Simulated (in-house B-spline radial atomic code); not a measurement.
Computed with a B-spline radial atomic code. Model: two electrons, singlet ground state, non-relativistic, full CI in B-splines with partial waves to l = 8 (at full coupling up to 3e-4 hartree above the limit, correlation up to 0.6 % small), density held at that of full coupling by Lieb maximisation.

Along the adiabatic connection the electron repulsion is scaled by a coupling λ while a local potential keeps the density fixed. At λ = 0 the system is the Kohn-Sham one and W equals the exchange energy; the exchange-correlation energy is the area under W between 0 and 1. The kinetic energy rises with λ as the electrons avoid each other, with dT/dλ = −λ dW/dλ.

Command:
```bash
python run_ac.py task.json out
```
Settings (lengths in bohr, energies in hartree):
```
potential              harmonic
strength               30
lmax                   8
```

Cost of the run: 5 s on 1 thread of Intel(R) Xeon(R) Processor @ 2.30GHz, on a shared host.

**W = mean repulsion less Hartree energy, and W of three functionals.**

Given: confinement harmonic well; well frequency 30 hartree; external potential omega^2 r^2/2.

Computed: LDA exchange minus exact 626.17 millihartree; PBE exchange minus exact 184.17 millihartree.

```
coupling  W xc (hartree)  W xc minus exchange (millihartree)  kinetic minus Kohn-Sham (millihartree)  LDA (PW92) W minus its exchange (millihartree)  PBE W minus its exchange (millihartree)  SCAN W minus its exchange (millihartree)
       0         -4.3148                                   0                                       0                                               0                                        0                                         0
    0.02         -4.3167                              -1.985                                       0                                          -15.54                                    -3.26                                     -1.92
    0.05         -4.3197                              -4.954                                     0.1                                          -33.24                                     -8.1                                     -4.77
    0.12         -4.3266                             -11.842                                     0.7                                          -67.11                                   -19.18                                    -11.34
    0.25         -4.3392                             -24.497                                       3                                         -118.21                                   -39.04                                     -23.3
     0.4         -4.3536                             -38.876                                     7.7                                         -167.65                                      -61                                     -36.8
     0.6         -4.3724                             -57.688                                    17.1                                         -224.49                                    -88.9                                    -54.35
     0.8               ?                                   ?                                       ?                                               ?                                        ?                                         ?
       1         -4.4089                              -94.11                                    46.2                                         -319.75                                  -140.88                                    -88.12
     1.4         -4.4438                                -129                                      88                                         -399.79                                  -188.71                                   -120.32
       2         -4.4934                             -178.64                                   172.3                                         -501.95                                  -254.34                                   -166.05
       3         -4.5695                             -254.79                                     362                                         -641.86                                  -351.12                                   -236.37
     4.5               ?                                   ?                                       ?                                               ?                                        ?                                         ?
       7         -4.8093                              -494.5                                  1530.2                                         -1018.6                                  -641.03                                   -463.06
      10         -4.9403                             -625.52                                  2635.7                                         -1206.8                                  -797.63                                   -592.79
```

What belongs in the row 0.8?

W xc (hartree): -4.3908; W xc minus exchange (millihartree): -76.095; kinetic minus Kohn-Sham (millihartree): 30; LDA (PW92) W minus its exchange (millihartree): -274.54; PBE W minus its exchange (millihartree): -115.47; SCAN W minus its exchange (millihartree): -71.44.

What belongs in the row 4.5?

W xc (hartree): -4.6703; W xc minus exchange (millihartree): -355.55; kinetic minus Kohn-Sham (millihartree): 737.9; LDA (PW92) W minus its exchange (millihartree): -808.27; PBE W minus its exchange (millihartree): -474.63; SCAN W minus its exchange (millihartree): -330.36.

What is the SCAN exchange minus exact?

14.637 millihartree.

**Energy parts, natural occupations and partial-wave weights.**

Computed: total energy 94.2944 hartree; correlation energy -0.047907 hartree; kinetic part of the DFT correlation energy 0.046203 hartree; kinetic part over minus potential part 0.49095; Hartree energy 8.6295 hartree; Kohn-Sham kinetic 43.936 hartree; Lieb Oxford ratio E_xc over LDA exchange 1.1827.

| natural | occupation of the shell (electrons) |
| --- | --- |
| s | 1.9989 |
| p | 0.00098241 |
| s | ? |
| d | 4.9599e-05 |
| p | 1.0128e-05 |
| f | 6.8065e-06 |

What belongs in the row s?

occupation of the shell (electrons): 5.6424e-05.

| wave | weight |
| --- | --- |
| s | 0.99947 |
| p | ? |
| d | 2.6023e-05 |
| f | 3.7626e-06 |
| g | 8.7805e-07 |

What belongs in the row p?

weight: 0.0004966.

What is the exchange energy?

-4.3148 hartree.

What is the initial slope twice GL2?

-0.099337 hartree.

Half-way to full coupling W has made 51 % of its drop, against 50 % for a straight line, and second-order (GL2) theory, half the initial slope, overshoots the correlation energy by about 4 %: correlation is weak here. Over couplings 0 to 1 the errors in E_xc come to about +488 millihartree for LDA, +159 millihartree for PBE, +17 millihartree for SCAN, so SCAN is nearest. In LDA and PBE the errors of exchange and correlation have opposite signs, so the sum is smaller than the larger of the two.
